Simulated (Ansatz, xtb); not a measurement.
## Two isomers of C5H6Se2

Structure I is `[SeH]Cc1cc[se]c1`, a singlet and structure II is `C[Se]c1cc[se]c1`, a singlet. Both are isolated molecules in the gas phase, relaxed with PBE-D3(BJ)/def2-SVP; the shapes shown needn't be the lowest conformers.

I (Å):

```yaml
atoms:
  - { symbol: C, position_ang: [0.2268, -0.8203, 1.3105] }
  - { symbol: C, position_ang: [1.2416, -0.0899, 0.4876] }
  - { symbol: C, position_ang: [0.9160, 1.0846, -0.2826] }
  - { symbol: C, position_ang: [1.9544, 1.6211, -1.0073] }
  - { symbol: C, position_ang: [2.5627, -0.4814, 0.3663] }
  - { symbol: Se, position_ang: [-0.8143, -2.1925, 0.2946] }
  - { symbol: Se, position_ang: [3.5303, 0.6382, -0.7731] }
  - { symbol: H, position_ang: [-1.2806, -1.2264, -0.7327] }
  - { symbol: H, position_ang: [-0.5005, -0.1259, 1.7721] }
  - { symbol: H, position_ang: [0.7002, -1.4091, 2.1191] }
  - { symbol: H, position_ang: [-0.0930, 1.5249, -0.2854] }
  - { symbol: H, position_ang: [1.9382, 2.5102, -1.6494] }
  - { symbol: H, position_ang: [3.0410, -1.3481, 0.8400] }
```

II (Å):

```yaml
atoms:
  - { symbol: C, position_ang: [-2.4810, -0.0411, 2.2134] }
  - { symbol: C, position_ang: [-0.0537, 1.5557, 1.8636] }
  - { symbol: C, position_ang: [0.8337, 0.6392, 1.1948] }
  - { symbol: C, position_ang: [1.6366, 1.2140, 0.2378] }
  - { symbol: C, position_ang: [0.0480, 2.8673, 1.4436] }
  - { symbol: Se, position_ang: [-1.2375, 1.0434, 3.2874] }
  - { symbol: Se, position_ang: [1.3428, 3.0606, 0.1043] }
  - { symbol: H, position_ang: [-2.9830, 0.5894, 1.4564] }
  - { symbol: H, position_ang: [-3.2313, -0.4509, 2.9164] }
  - { symbol: H, position_ang: [-1.9436, -0.8746, 1.7237] }
  - { symbol: H, position_ang: [0.8710, -0.4314, 1.4436] }
  - { symbol: H, position_ang: [2.3903, 0.7227, -0.3904] }
  - { symbol: H, position_ang: [-0.5321, 3.7258, 1.8033] }
```

Quicker runs give these differences E(II) − E(I): GFN2-xTB +4.05 kcal/mol; HF/STO-3G −5.56 kcal/mol (at GFN2-xTB geometries); r2SCAN-D4/def2-SVP +2.51 kcal/mol (at GFN2-xTB geometries).

Estimate E(II) − E(I) at the level CCSD(T)/def2-SVP + ΔMP2/def2-TZVPP.

Too close to call at this level: CCSD(T)/def2-SVP + ΔMP2/def2-TZVPP gives E(II) − E(I) = +0.10 kcal/mol.

How the difference moves with the method:

```tsv
level	geometry	E(II) − E(I) (kcal/mol)	departure from the last row (kcal/mol)	job, with rough time for the two
GFN2-xTB	GFN2-xTB	+4.05	+3.96	optimisation, 0.43 s
HF/STO-3G	GFN2-xTB	−5.56	−5.65	single point, 0.92 s
r2SCAN-D4/def2-SVP	GFN2-xTB	+2.51	+2.41	single point, 6 s
PBE-D3(BJ)/def2-SVP	PBE-D3(BJ)/def2-SVP	+1.94	+1.84	optimisation, 51 s
HF/def2-SVP	PBE-D3(BJ)/def2-SVP	+2.96	+2.86	part of the CCSD(T) run
MP2/def2-SVP	PBE-D3(BJ)/def2-SVP	+2.41	+2.32	part of the CCSD(T) run
CCSD(T)/def2-SVP	PBE-D3(BJ)/def2-SVP	+3.30	+3.20	single point
CCSD(T)/def2-SVP + ΔMP2/def2-TZVPP	PBE-D3(BJ)/def2-SVP	+0.10		single point, 3.3 min
```

As drawn, II has 1 C–Se, 1 C–H in place of 1 C–C, 1 Se–H.

The largest departure from CCSD(T)/def2-SVP + ΔMP2/def2-TZVPP is that of HF/STO-3G, 5.65 kcal/mol. The last row adds to CCSD(T) the change of the MP2 difference between the two basis sets, here −3.20 kcal/mol, a large step that makes the value less sure.

With thermal terms from frequencies at re-optimised GFN2-xTB minima (ideal gas, soft modes damped towards free rotors, one conformer each, 298.15 K, 1 atm): on the last row, ΔE + ΔZPE = +1.37, ΔH = +1.59, ΔG = +1.39 kcal/mol.

The correlated steps freeze 23 core orbitals; the filled d shell of Se is correlated, in a basis made for valence electrons. Programs: Ansatz 0.2.0, xtb 6.7.1; the last row on 4 threads of Arm Neoverse V1 on a shared host.
